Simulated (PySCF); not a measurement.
hexa-1,5-dien-3-yne (C₆H₆), SMILES C=CC#CC=C.

Geometry optimised at PBE-D3(BJ)/def2-SVP.

All values below come from PySCF 2.14.0 with PBE-D3(BJ)/def2-SVP.

Frequencies are harmonic and unscaled.

Computed vibrational spectrum:
```
mode  ν (cm⁻¹)  IR (km/mol)  moving atoms (share of kinetic energy)
----  --------  -----------  --------------------------------------
1           73          0.0                          C 53 %, H 47 %
2           97          1.6                          C 77 %, H 23 %
3          173          6.1                          C 59 %, H 41 %
4          232          1.0                          C 79 %, H 21 %
5          374          0.0                          C 65 %, H 35 %
6          451          3.4                          C 81 %, H 19 %
7          557          6.5                          C 80 %, H 20 %
8          665         10.2                          H 53 %, C 47 %
9          679          0.0                          C 59 %, H 41 %
10         714          0.0                          C 66 %, H 34 %
11         888          0.0                          H 71 %, C 29 %
12         890         68.5                          H 72 %, C 28 %
13         959         27.2                          H 90 %, C 10 %
14         965          0.0                          H 90 %, C 10 %
15         977          3.0                          H 64 %, C 36 %
16        1039          0.0                          H 64 %, C 36 %
17        1188          6.2                          C 55 %, H 45 %
18        1256          3.2                          H 68 %, C 32 %
19        1256          0.0                          H 77 %, C 23 %
20        1364          6.0                          H 83 %, C 17 %
21        1394          0.6                          H 71 %, C 29 %
22        1601          4.2                          C 84 %, H 16 %
23        1638         23.9                          C 90 %, H 10 %
24        2231          0.0                                 C 100 %
25        3063          5.8                                  H 92 %
26        3063         13.3                                  H 92 %
27        3087          1.3                                  H 94 %
28        3087          1.5                                  H 94 %
29        3193          3.8                          H 89 %, C 11 %
30        3193          2.3                          H 89 %, C 11 %
```
